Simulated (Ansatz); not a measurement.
C₅H₁₃O₂Si (SMILES [CH2][SiH](OCC)OCC), doublet, geometry from GFN2-xTB; PBE0/STO-3G (Ansatz, a program for electronic structure).

Here is a job for Ansatz.
Ansatz 0.2 input:
```yaml
crystal:
  periodic: [false, false, false]
  atoms:
    - {symbol: C, position_ang: [-0.53608428, 1.59741379, -1.87181813]}
    - {symbol: Si, position_ang: [-0.11736644, 0.93842841, -0.19522785]}
    - {symbol: O, position_ang: [-1.02666715, -0.32203766, 0.28778781]}
    - {symbol: C, position_ang: [-2.41092301, -0.38594724, 0.47464053]}
    - {symbol: C, position_ang: [-2.77010341, -1.68109296, 1.18858523]}
    - {symbol: O, position_ang: [1.39656078, 0.40061828, -0.35698788]}
    - {symbol: C, position_ang: [2.18225323, -0.31463439, 0.55532344]}
    - {symbol: C, position_ang: [3.41189024, -0.86119726, -0.15467503]}
    - {symbol: H, position_ang: [-1.55459834, 1.74297786, -2.18475740]}
    - {symbol: H, position_ang: [0.20253785, 1.99901246, -2.53971618]}
    - {symbol: H, position_ang: [-0.21631307, 1.97910820, 0.84676853]}
    - {symbol: H, position_ang: [-2.74746741, 0.47723964, 1.06235511]}
    - {symbol: H, position_ang: [-2.90876859, -0.34147202, -0.50223419]}
    - {symbol: H, position_ang: [-2.43112153, -2.53190431, 0.60340964]}
    - {symbol: H, position_ang: [-2.28593384, -1.71538195, 2.16122715]}
    - {symbol: H, position_ang: [-3.84634796, -1.74637247, 1.32358646]}
    - {symbol: H, position_ang: [1.59647846, -1.13416246, 0.98600211]}
    - {symbol: H, position_ang: [2.48284490, 0.35561608, 1.37104260]}
    - {symbol: H, position_ang: [3.98671879, -0.04329834, -0.58115987]}
    - {symbol: H, position_ang: [3.10858626, -1.52598692, -0.95896810]}
    - {symbol: H, position_ang: [4.03516911, -1.40927045, 0.54689807]}
basis:
  gaussian:
    orbitals: STO-3G
hamiltonian:
  xc: pbe0
magnetization: {spin_polarized: true, initial_magnetization: 1}
accuracy: high
```

The log (banner, timings and long lists left out):

```
Functional definition: PBE0
1275 factors; integrals over basis functions are off by at most 1.2e-8 eV
mean field evaluation 1: about -17140.1516 eV, gradient 2.0e1 eV
mean field evaluation 2: about -17140.7831 eV, gradient 1.8e1 eV
mean field evaluation 4: about -17142.5683 eV, gradient 4.5e-1 eV
mean field evaluation 8: about -17142.5057 eV, gradient 5.9e-2 eV
mean field evaluation 16: about -17142.5058 eV, gradient 1.9e-5 eV
mean field -17142.50577651 eV, -629.9754676791 hartree, gradient 4.0e-8 eV, S^2 0.755029; 0 other end points of the search recorded, 0 dependent functions left out
reference -17142.50577941 eV, -629.9754677857 hartree; 37, 36 occupied and 20, 21 virtual orbitals, 1275 factors
Total energy: -17142.50577941 eV, -629.9754677857 hartree
```
